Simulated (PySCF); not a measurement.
PySCF job for C2H8GeO, SMILES C[CH2][GeH2][OH], TDA-PBE/def2-SVPD. Geometry optimised at PBE-D3(BJ)/def2-SVP. This is a generated structure with no PubChem entry under its InChIKey; it may be hypothetical. Other conformers were not sampled.

```python
import numpy as np
from pyscf import gto, scf, dft, tdscf

mol = gto.M(
    atom='''
    Ge    0.52736696    0.40977194    0.17919910
    O     1.33976447   -1.15904823   -0.22374145
    C    -1.30612895    0.40268391   -0.54874034
    C    -2.11968059   -0.80758423   -0.08141643
    H     1.42448082    1.47826062   -0.49482693
    H     0.49743743    0.59247097    1.73097116
    H     1.04552315   -1.86081755    0.38444141
    H    -1.21413199    0.41827846   -1.65508299
    H    -1.79174633    1.35856598   -0.25658175
    H    -2.25410365   -0.81243907    1.02082902
    H    -3.13221972   -0.82897402   -0.53513654
    H    -1.61424082   -1.75625975   -0.35811228
    ''',
    basis='def2-SVPD',
    charge=0,
    spin=0,
    max_memory=1600,
    verbose=4,
)
mf = dft.RKS(mol, xc='pbe').density_fit(auxbasis='def2-universal-jkfit')
mf.grids.level = 3
mf.conv_tol = 1e-9
mf.max_cycle = 100
mf.kernel()
mf.grids = dft.Grids(mol).set(level=1).build(with_non0tab=True)  # coarser grid for the response kernel
td = tdscf.TDA(mf)
td.singlet = True
td.nstates = 10
td.conv_tol = 1e-4
td.positive_eig_threshold = 1e-6
td.kernel(x0=td.get_init_guess(mf, 15))
td.analyze()
tt = tdscf.TDA(mf)
tt.singlet = False
tt.nstates = 4
tt.conv_tol = 1e-4
tt.positive_eig_threshold = 1e-6
tt.kernel(x0=tt.get_init_guess(mf, 9))
tt.analyze(verbose=3)
```

Output:

```
PySCF version 2.14.0

[INPUT] verbose = 4
[INPUT] num. atoms = 12
[INPUT] num. electrons = 60
[INPUT] charge = 0
[INPUT] spin (= nelec alpha-beta = 2S) = 0
[INPUT] symmetry False subgroup None
[INPUT] Mole.unit = angstrom
[INPUT] Symbol           X                Y                Z      unit          X                Y                Z       unit  Magmom
[INPUT]  1 Ge     0.527366960000   0.409771940000   0.179199100000 AA    0.996579121544   0.774356740132   0.338637220769 Bohr   0.0
[INPUT]  2 O      1.339764470000  -1.159048230000  -0.223741450000 AA    2.531787919723  -2.190283719862  -0.422810063213 Bohr   0.0
[INPUT]  3 C     -1.306128950000   0.402683910000  -0.548740340000 AA   -2.468225998866   0.760962304669  -1.036968956101 Bohr   0.0
[INPUT]  4 C     -2.119680590000  -0.807584230000  -0.081416430000 AA   -4.005615786656  -1.526113017218  -0.153854754740 Bohr   0.0
[INPUT]  5 H      1.424480820000   1.478260620000  -0.494826930000 AA    2.691878619496   2.793507712530  -0.935087376759 Bohr   0.0
[INPUT]  6 H      0.497437430000   0.592470970000   1.730971160000 AA    0.940020506808   1.119607870055   3.271061421921 Bohr   0.0
[INPUT]  7 H      1.045523150000  -1.860817550000   0.384441410000 AA    1.975752410393  -3.516435537284   0.726488975842 Bohr   0.0
[INPUT]  8 H     -1.214131990000   0.418278460000  -1.655082990000 AA   -2.294376940173   0.790431733205  -3.127653564526 Bohr   0.0
[INPUT]  9 H     -1.791746330000   1.358565980000  -0.256581750000 AA   -3.385909848395   2.567317624351  -0.484869236062 Bohr   0.0
[INPUT] 10 H     -2.254103650000  -0.812439070000   1.020829020000 AA   -4.259638554882  -1.535287335196   1.929087267808 Bohr   0.0
[INPUT] 11 H     -3.132219720000  -0.828974020000  -0.535136540000 AA   -5.919037432762  -1.566533862180  -1.011261499847 Bohr   0.0
[INPUT] 12 H     -1.614240820000  -1.756259750000  -0.358112280000 AA   -3.050473048893  -3.318849931097  -0.676734131044 Bohr   0.0

nuclear repulsion = 291.99401854164
number of shells = 71
number of NR pGTOs = 253
number of NR cGTOs = 165
basis = def2-SVPD
ecp = {}


[settings echo left out]
init E= -2231.6922562437
  HOMO = -0.319313595013851  LUMO = -0.0618358383304289  gap/eV = 7.00633
cycle= 1 E= -2232.19621106083  delta_E= -0.504  |g|= 1.03  |ddm|= 4.03
  HOMO = -0.0656754514272349  LUMO = -0.00598394690509885  gap/eV = 1.62429
cycle= 2 E= -2231.04666724437  delta_E= 1.15  |g|= 2.48  |ddm|= 3.09
  HOMO = -0.238797945624173  LUMO = -0.0412920170813105  gap/eV = 5.37441
cycle= 3 E= -2232.35283807057  delta_E= -1.31  |g|= 0.416  |ddm|= 2.51
  HOMO = -0.240961771174219  LUMO = -0.029705488418093  gap/eV = 5.74858
cycle= 4 E= -2232.38662063327  delta_E= -0.0338  |g|= 0.141  |ddm|= 0.565
  HOMO = -0.236408432363648  LUMO = -0.0288601942530256  gap/eV = 5.64768
cycle= 5 E= -2232.39031234048  delta_E= -0.00369  |g|= 0.0521  |ddm|= 0.201
  HOMO = -0.239178866920774  LUMO = -0.029533107042981  gap/eV = 5.70475
cycle= 6 E= -2232.39103779807  delta_E= -0.000725  |g|= 0.0129  |ddm|= 0.0718
  HOMO = -0.238816958328452  LUMO = -0.0294103358746098  gap/eV = 5.69824
cycle= 7 E= -2232.39107661773  delta_E= -3.88e-05  |g|= 0.00323  |ddm|= 0.0175
  HOMO = -0.239135921533653  LUMO = -0.0295372774525138  gap/eV = 5.70347
cycle= 8 E= -2232.3910789785  delta_E= -2.36e-06  |g|= 0.000768  |ddm|= 0.00471
  HOMO = -0.239175015158524  LUMO = -0.029560642287918  gap/eV = 5.70390
cycle= 9 E= -2232.39107911495  delta_E= -1.36e-07  |g|= 0.000221  |ddm|= 0.00101
  HOMO = -0.239180732419847  LUMO = -0.0295589928554549  gap/eV = 5.70410
cycle= 10 E= -2232.39107912473  delta_E= -9.78e-09  |g|= 7.4e-05  |ddm|= 0.000356
  HOMO = -0.239183028324737  LUMO = -0.029560691462486  gap/eV = 5.70411
cycle= 11 E= -2232.39107912608  delta_E= -1.35e-09  |g|= 1.18e-05  |ddm|= 0.000147
  HOMO = -0.239182257761168  LUMO = -0.0295603569276981  gap/eV = 5.70410
cycle= 12 E= -2232.39107912615  delta_E= -7.05e-11  |g|= 1.89e-06  |ddm|= 2.29e-05
  HOMO = -0.239181811916447  LUMO = -0.0295602076082364  gap/eV = 5.70409
Extra cycle  E= -2232.39107912611  delta_E= 3.37e-11  |g|= 2.8e-06  |ddm|= 7.4e-06
converged SCF energy = -2232.39107912611
tot grids = 42736
Overwritten attributes  positive_eig_threshold  of <class 'pyscf.tdscf.rks.TDA'>


******** <class 'pyscf.tdscf.rks.TDA'> for <class 'pyscf.df.df_jk.DFRKS'> ********
nstates = 10 singlet
deg_eia_thresh = 1.000e-03
wfnsym = None
conv_tol = 0.0001
eigh lindep = 1e-12
eigh level_shift = 0
eigh max_cycle = 100


Excitation energies (eV)
[5.82504369 6.49441556 6.88581868 6.97982253 7.20211731 7.41329438
 7.50358557 7.5428796  7.70482083 7.77049096]

** Singlet excitation energies and oscillator strengths **
Excited State   1:      5.82504 eV    212.85 nm  f=0.0061
      30 -> 31        0.70360
Excited State   2:      6.49442 eV    190.91 nm  f=0.0122
      30 -> 32        0.69975
Excited State   3:      6.88582 eV    180.06 nm  f=0.0163
      29 -> 31       -0.68919
Excited State   4:      6.97982 eV    177.63 nm  f=0.0488
      28 -> 31        0.14007
      30 -> 33       -0.66475
      30 -> 34       -0.13084
Excited State   5:      7.20212 eV    172.15 nm  f=0.0246
      28 -> 31        0.67036
      30 -> 34        0.16120
Excited State   6:      7.41329 eV    167.25 nm  f=0.0504
      28 -> 31        0.10222
      29 -> 32       -0.14908
      30 -> 33        0.11751
      30 -> 34       -0.64033
      30 -> 35       -0.15864
Excited State   7:      7.50359 eV    165.23 nm  f=0.0111
      29 -> 32        0.22727
      30 -> 35       -0.65142
Excited State   8:      7.54288 eV    164.37 nm  f=0.0208
      27 -> 31        0.15659
      29 -> 32       -0.59715
      29 -> 33       -0.11157
      30 -> 34        0.12802
      30 -> 35       -0.19678
      30 -> 36       -0.17359
Excited State   9:      7.70482 eV    160.92 nm  f=0.0142
      27 -> 31        0.17842
      29 -> 33       -0.11010
      30 -> 36        0.65836
Excited State  10:      7.77049 eV    159.56 nm  f=0.0031
      26 -> 31       -0.67918
      28 -> 32       -0.14044

** Transition electric dipole moments (AU) **
state          X           Y           Z        Dip. S.      Osc.
  1         0.1438      0.0961      0.1143      0.0430      0.0061
  2         0.0418     -0.2673     -0.0585      0.0766      0.0122
  3        -0.0820     -0.2700     -0.1314      0.0969      0.0163
  4        -0.4075     -0.1555     -0.3082      0.2852      0.0488
  5         0.2978     -0.0719      0.2137      0.1395      0.0246
  6         0.3778     -0.0414      0.3651      0.2778      0.0504
  7        -0.2103     -0.0923     -0.0877      0.0604      0.0111
  8        -0.3285     -0.0278      0.0632      0.1127      0.0208
  9        -0.0529     -0.2519      0.0948      0.0753      0.0142
 10         0.0815      0.0968      0.0205      0.0164      0.0031

** Transition velocity dipole moments (imaginary part, AU) **
state          X           Y           Z        Dip. S.      Osc.
  1         0.0353      0.0252      0.0277      0.0027      0.0083
  2        -0.0051     -0.0515     -0.0156      0.0029      0.0082
  3        -0.0217     -0.0317     -0.0282      0.0023      0.0060
  4        -0.0729     -0.0390     -0.0491      0.0092      0.0240
  5         0.0655     -0.0144      0.0373      0.0059      0.0148
  6         0.0909     -0.0012      0.0900      0.0164      0.0400
  7        -0.0498      0.0017     -0.0285      0.0033      0.0080
  8        -0.0774     -0.0195      0.0094      0.0065      0.0155
  9         0.0029     -0.0612      0.0263      0.0045      0.0105
 10         0.0077      0.0295      0.0145      0.0011      0.0027

** Transition magnetic dipole moments (imaginary part, AU) **
state          X           Y           Z
  1         0.3558      0.3284     -0.4579
  2        -0.0413      0.0113      0.2703
  3        -0.8515      0.0232     -0.0848
  4         0.2276      0.0020     -0.4852
  5        -0.5039     -0.1644     -0.4274
  6        -0.0160      0.1615      0.1064
  7        -0.0685     -0.3736     -0.0627
  8         0.0641      0.5765      0.1953
  9         0.2217      0.3006     -0.2110
 10         0.2143     -0.2397      0.8672


******** <class 'pyscf.tdscf.rks.TDA'> for <class 'pyscf.df.df_jk.DFRKS'> ********
nstates = 4 triplet
deg_eia_thresh = 1.000e-03
wfnsym = None
conv_tol = 0.0001
eigh lindep = 1e-12
eigh level_shift = 0
eigh max_cycle = 100


Excitation energies (eV)
[5.53635242 6.28938861 6.52420083 6.5838352 ]

** Triplet excitation energies and oscillator strengths **
Excited State   1:      5.53635 eV    223.95 nm  f=0.0000
Excited State   2:      6.28939 eV    197.13 nm  f=0.0000
Excited State   3:      6.52420 eV    190.04 nm  f=0.0000
Excited State   4:      6.58384 eV    188.32 nm  f=0.0000
```

The run converged.
